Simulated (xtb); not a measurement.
C3H10BO3, charge +1, singlet, from a rough starting geometry; GFN2-xTB in xtb.

Input for xtb:
```
$ xtb mol.xyz --gfn 2 --chrg 1 --opt vtight --json

# file mol.xyz
17

C      0.12853751     2.52673654    -0.33530615
O     -0.61307674     1.30293698    -0.15024404
B     -0.21776535     0.09067213    -0.06125279
O     -0.86956738    -0.99589668     0.13558345
C     -2.32085550    -1.19060311     0.25610129
O      1.29699751    -0.22210774    -0.15900811
C      1.90620402    -1.47740348     0.18790384
H      0.73100625     2.49273694    -1.28167293
H      0.70019929     2.71996735     0.47402383
H     -0.63310285     3.29808803    -0.52839360
H     -2.76580295    -0.36225372     0.72510926
H     -2.49824650    -2.07920640     0.79320475
H     -2.70848056    -1.22525717    -0.77360404
H      1.90803249     0.46839065     0.05940280
H      2.73355015    -1.69259627    -0.44708983
H      2.17305499    -1.52465056     1.23342667
H      1.05145794    -2.24655381     0.01705981
```

It wrote (shortened):

```
   ID    Z sym.   atoms
    1    6 C      1, 5, 7
    2    8 O      2, 4, 6
    3    5 B      3
    4    1 H      8-17

           -------------------------------------------------
          |                Calculation Setup                |
           -------------------------------------------------

           -------------------------------------------------
          |                 G F N 2 - x T B                 |
           -------------------------------------------------

          ...................................................
          :                      SETUP                      :
          :.................................................:
          :  # basis functions                  38          :
          :  # atomic orbitals                  38          :
          :  # shells                           24          :
          :  # electrons                        42          :
          :  max. iterations                   250          :
          :  Hamiltonian                  GFN2-xTB          :
          :  restarted?                      false          :
          :  GBSA solvation                  false          :
          :  PC potential                    false          :
          :  electronic temp.          300.0000000     K    :
          :  accuracy                    1.0000000          :
          :  -> integral cutoff          0.2500000E+02      :
          :  -> integral neglect         0.1000000E-07      :
          :  -> SCF convergence          0.1000000E-05 Eh   :
          :  -> wf. convergence          0.1000000E-03 e    :
          :  Broyden damping             0.4000000          :
          :  net charge                          1          :
          :  unpaired electrons                  0          :
          ...................................................

 iter      E             dE          RMSdq      gap      omega  full diag
   1    -24.6913342 -0.246913E+02  0.630E+00    9.76       0.0  T
   2    -24.8367440 -0.145410E+00  0.389E+00    7.07       1.0  T
   3    -24.8404669 -0.372286E-02  0.142E+00    7.95       1.0  T
   4    -24.8454670 -0.500012E-02  0.407E-01    7.38       1.0  T
   5    -24.8473763 -0.190931E-02  0.206E-01    7.65       1.0  T
   6    -24.8475609 -0.184567E-03  0.425E-02    7.56       1.0  T
   7    -24.8475598  0.109173E-05  0.164E-02    7.57       1.5  T
   8    -24.8475637 -0.392992E-05  0.572E-03    7.57       4.2  T
   9    -24.8475638 -0.752858E-07  0.113E-03    7.57      21.5  T
  10    -24.8475638 -0.105355E-07  0.307E-04    7.57      78.9  T
  11    -24.8475638 -0.635261E-10  0.112E-04    7.57     217.1  T

   *** convergence criteria satisfied after 11 iterations ***

         :::::::::::::::::::::::::::::::::::::::::::::::::::::
         ::                     SUMMARY                     ::
         :::::::::::::::::::::::::::::::::::::::::::::::::::::
         :: total energy             -24.589626753827 Eh    ::
         :: gradient norm              0.148652327910 Eh/a0 ::
         :: HOMO-LUMO gap              7.567610261342 eV    ::
         ::.................................................::
         :: SCC energy               -24.847527850365 Eh    ::
         :: -> isotropic ES            0.148889063542 Eh    ::
         :: -> anisotropic ES         -0.002442177982 Eh    ::
         :: -> anisotropic XC          0.007920201442 Eh    ::
         :: -> dispersion             -0.007507818663 Eh    ::
         :: repulsion energy           0.257901096538 Eh    ::
         :: add. restraining           0.000000000000 Eh    ::
         :: total charge               1.000000000000 e     ::
         :::::::::::::::::::::::::::::::::::::::::::::::::::::

      -----------------------------------------------------------
     |                   =====================                   |
     |                        A N C O P T                        |
     |                   =====================                   |
[...]
 * total energy  :   -24.6049322 Eh     change       -0.5910707E-05 Eh
 * total energy  :   -24.6049384 Eh     change       -0.6205004E-05 Eh
 * total energy  :   -24.6049418 Eh     change       -0.3353971E-05 Eh
 * total energy  :   -24.6049465 Eh     change       -0.4761532E-05 Eh
 * total energy  :   -24.6049487 Eh     change       -0.2176806E-05 Eh
 * total energy  :   -24.6049497 Eh     change       -0.1039083E-05 Eh
 * total energy  :   -24.6049507 Eh     change       -0.9361923E-06 Eh
 * total energy  :   -24.6049514 Eh     change       -0.7396843E-06 Eh
 * total energy  :   -24.6049521 Eh     change       -0.7053285E-06 Eh
 * total energy  :   -24.6049523 Eh     change       -0.2124289E-06 Eh
 * total energy  :   -24.6049526 Eh     change       -0.2844136E-06 Eh
 * total energy  :   -24.6049527 Eh     change       -0.9575891E-07 Eh
   *** GEOMETRY OPTIMIZATION CONVERGED AFTER 39 ITERATIONS ***
         :: total energy             -24.604952707895 Eh    ::
[...]
        32                          0.0458012               1.2463
       ...                                ...                  ...
        38                          0.5300154              14.4225
      -------------------------------------------------------------
                  HL-Gap            0.2574254 Eh            7.0049 eV
             Fermi-level           -0.4606293 Eh          -12.5344 eV

     #   Z          covCN         q      C6AA      α(0)
     1   6 C        3.629     0.003    20.949     6.592
     2   8 O        1.637    -0.285    18.764     5.847
     3   5 B        2.361     0.523    19.774     8.414
     4   8 O        1.636    -0.279    18.647     5.829
     5   6 C        3.633     0.003    20.932     6.585
     6   8 O        2.415    -0.225    17.697     5.682
     7   6 C        3.621    -0.023    21.446     6.677
     8   1 H        0.924     0.074     2.046     2.237
     9   1 H        0.924     0.077     2.005     2.214
    10   1 H        0.925     0.115     1.655     2.012
    11   1 H        0.925     0.081     1.965     2.192
    12   1 H        0.925     0.102     1.763     2.077
    13   1 H        0.925     0.102     1.771     2.081
    14   1 H        0.804     0.372     0.539     1.153
    15   1 H        0.925     0.119     1.621     1.991
    16   1 H        0.925     0.107     1.721     2.051
    17   1 H        0.925     0.133     1.510     1.921

 Mol. C6AA /au·bohr⁶  :       1902.751945
 Mol. C8AA /au·bohr⁸  :      41293.152968
 Mol. α(0) /au        :         65.553999

Wiberg/Mayer (AO) data.
largest (>0.10) Wiberg bond orders for each atom

 ---------------------------------------------------------------------------
     #   Z sym  total        # sym  WBO       # sym  WBO       # sym  WBO
 ---------------------------------------------------------------------------
     1   6 C    3.892 --     8 H    0.979     9 H    0.975    10 H    0.973
                             2 O    0.934
     2   8 O    2.390 --     3 B    1.298     1 C    0.934
     3   5 B    3.389 --     4 O    1.310     2 O    1.298     6 O    0.695
     4   8 O    2.388 --     3 B    1.310     5 C    0.925
     5   6 C    3.882 --    11 H    0.982    12 H    0.973    13 H    0.972
                             4 O    0.925
     6   8 O    2.517 --     7 C    0.893    14 H    0.837     3 B    0.695
     7   6 C    3.834 --    16 H    0.977    15 H    0.973    17 H    0.970
                             6 O    0.893
     8   1 H    0.994 --     1 C    0.979
     9   1 H    0.994 --     1 C    0.975
    10   1 H    0.987 --     1 C    0.973
    11   1 H    0.993 --     5 C    0.982
    12   1 H    0.989 --     5 C    0.973
    13   1 H    0.990 --     5 C    0.972
    14   1 H    0.861 --     6 O    0.837
    15   1 H    0.986 --     7 C    0.973
    16   1 H    0.989 --     7 C    0.977
    17   1 H    0.982 --     7 C    0.970
 ---------------------------------------------------------------------------

Topologies differ in total number of bonds
Writing topology from bond orders to xtbtopo.mol

molecular dipole:
                 x           y           z       tot (Debye)
 q only:        1.237      -0.096       0.190
   full:        1.561       0.106       0.261       4.031
molecular quadrupole (traceless):
                xx          xy          yy          xz          yz          zz
 q only:        7.832       0.908       3.896       0.497      -1.729     -11.728
  q+dip:        7.238       1.515       1.386       1.279      -0.839      -8.624
   full:        7.784       1.680       1.545       1.261      -1.003      -9.329

optimized geometry written to: xtbopt.xyz

           -------------------------------------------------
          | TOTAL ENERGY              -24.604952707895 Eh   |
          | GRADIENT NORM               0.000096970794 Eh/α |
          | HOMO-LUMO GAP               7.004901706678 eV   |
           -------------------------------------------------

normal termination of xtb
```
